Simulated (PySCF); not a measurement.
**Spinor energies of Cs³⁰⁺ (caesium, charge +30)**

Start: [Ar] 3d7; 3d3/2 filled at m_j = -3/2, -1/2, +1/2, +3/2; 3d5/2 filled at m_j = +1/2, +3/2, +5/2. Calculated with PySCF 2.14 in an uncontracted even-tempered set (16 s from 4.9 bohr⁻², ratio 2.8; 12 p from 6.4 bohr⁻², ratio 2.8; 8 d from 6.4 bohr⁻², ratio 2.8; 3 f from 24 bohr⁻², ratio 3): generalised Hartree-Fock with the X2C-1e Hamiltonian and a Gaussian nucleus; one run each with spin-orbit coupling (SO) switched off, then screened by Boettger's factors.

| spinor shell | electrons | ε, spin-free (eV) | ε, screened SO (eV) | weight of nominal j (screened SO) | rms radius, screened SO (bohr) |
| --- | --- | --- | --- | --- | --- |
| 1s1/2 | 2 | -37395.9 | -37390.9 | 1.000 | 0.0298 |
| 2s1/2 | 2 | -6977.0 | -6975.0 | 1.000 | 0.121 |
| 2p1/2 | 2 | -6381.6 | -6632.5 | 1.000 | 0.104 |
| 2p3/2 | 4 | -6381.6 | -6267.8 | 1.000 | 0.109 |
| 3s1/2 | 2 | -2317.6 | -2317.0 | 1.000 | 0.307 |
| 3p1/2 | 2 | -2119.3 | -2179.5 | 0.993 | 0.297 |
| 3p3/2 | 4 | -2119.3 | -2091.7 | 0.997 | 0.309 |
| 3d3/2 | 4 | -1862.5 | -1870.9 | 0.911 | 0.275 |
| 3d5/2 | 3 | -1862.5 | -1854.4 | 0.909 | 0.277 |

```json
{"quantity": "E (hartree)", "spin-free": "-7234.03386", "screened SO": "-7237.26563"}
{"quantity": "M_J", "spin-free": "9/2", "screened SO": "9/2"}
{"quantity": "⟨J²⟩", "spin-free": "24.751", "screened SO": "24.751"}
{"quantity": "⟨L²⟩", "spin-free": "12.000", "screened SO": "14.270"}
{"quantity": "⟨S²⟩", "spin-free": "3.750", "screened SO": "2.992"}
```

Each row is a mean over spinors that exchange with the open shell spreads, by up to 32.063 eV (3p3/2).

Breit and QED terms are absent; they matter most for the inner s and p1/2 levels.

Densities and radii are taken from the X2C orbitals without a picture-change correction, which distorts them close to the nucleus.

Without spin-orbit coupling the j labels of p, d and f shells carry no meaning; the spin-free column gives the mean over the occupied spinors of each nl shell.
